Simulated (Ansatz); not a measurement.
The first iterations of a band of F6Mo + H4OSi (13 atoms, charge 0, multiplicity 1).

Level of theory: RKS PBE/def2-SVP in Ansatz 0.2.0.

```yaml
movable_images: 5
climbing_image: yes
spring: 5.0 eV/Å²
optimiser: quadratic models (default)
start_path: through a guess of the saddle point
force_threshold: 0.05 eV/Å
iteration_limit: 60
end_points: relaxed
```

Initial state:

```xyz
13
Properties=species:S:1:pos:R:3
Mo -0.474 -0.232 -0.460
F -0.461 -0.141 1.388
F 1.365 -0.306 -0.492
F -0.440 1.603 -0.568
F -2.318 -0.191 -0.436
F -0.536 -2.073 -0.355
F -0.512 -0.343 -2.299
O 1.751 1.609 1.845
Si 3.397 1.417 2.166
H 3.766 -0.028 2.391
H 4.109 1.944 0.958
H 3.825 2.197 3.384
H 1.145 1.224 2.503
```

Final state:

```xyz
13
Properties=species:S:1:pos:R:3
Mo 0.368 0.166 -0.539
F 0.406 0.653 3.093
F 1.470 0.147 -2.018
F -0.032 1.954 -0.829
F -0.866 0.155 0.917
F 0.633 -1.652 -0.289
F -1.091 -0.259 -1.606
O 1.703 0.591 0.622
Si 2.826 1.033 1.871
H 2.947 -0.107 2.827
H 4.100 1.210 1.095
H 2.388 2.330 2.466
H -0.236 0.459 2.415
```

| iteration | highest image above the first end (eV) | largest band force component (eV/Å) |
| --- | --- | --- |
| 1 | 12.042 | 72.824 |
| 2 | 4.741 | 13.189 |
| 3 | 2.288 | 8.430 |
| 4 | 1.500 | 2.639 |
| 5 | 1.315 | 2.074 |
| 6 | 0.959 | 1.758 |
| 7 | 1.778 | 3.397 |
| 8 | 0.932 | 1.167 |
| 9 | 0.767 | 1.275 |
| 10 | 0.621 | 0.859 |
| 11 | 0.524 | 0.503 |
| 12 | 0.468 | 0.370 |

Question: Does the band converge within its limit, and where does its top end?

Answer: The run converged. It ended after 37 iterations with the highest image 0.407 eV above the first end. A vibrational analysis at the climbing image gives one clearly imaginary mode, 287i cm⁻¹: a first-order saddle point. The orbitals stay closed-shell, which can raise the energy where a bond breaks towards radicals; this wasn't checked here.

The run took 8.5 min on 4 threads of Arm Neoverse V2, on a shared host, peak memory 0.3 GiB.
